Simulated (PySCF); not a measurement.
SrF, SMILES [F][Sr+], charge +1.

Geometry optimised at B3LYP-D3(BJ)/def2-TZVPD. The spin state was assumed, not searched. The def2 effective core potentials stand for the cores of Sr; spin–orbit coupling is left out.

Two levels are set side by side: TDA-PBE/def2-TZVPD (PySCF) and TDA-PBE0/def2-TZVPD (PySCF). Vertical, same geometry. The lowest singlet is HOMO→LUMO 100 % with PBE and HOMO−1→LUMO 99 % with the other functional; states are paired by order. Differences are taken from unrounded values.

| quantity | TDA-PBE |
|---|---|
| lowest singlet excitation (eV) | 5.17 |
| lowest triplet excitation (TDA) (eV) | 5.13 |

**Question.** These are the TDA-PBE values. What does TDA-PBE0 give? (Estimate from the structure and the level; the computed values follow.)

**Answer.** 
```json
[
 {"quantity": "lowest singlet excitation (eV)", "TDA-PBE0": "6.32", "TDA-PBE minus TDA-PBE0": "-1.15"},
 {"quantity": "lowest triplet excitation (TDA) (eV)", "TDA-PBE0": "6.27", "TDA-PBE minus TDA-PBE0": "-1.14"}
]
```

A lower first singlet is the usual sign of a functional without exact exchange. Differences between two approximate levels are no errors against the true value.

Rough cost on one machine, each run with all the roots and properties that it gave: TDA-PBE0 against TDA-PBE about 3 times.
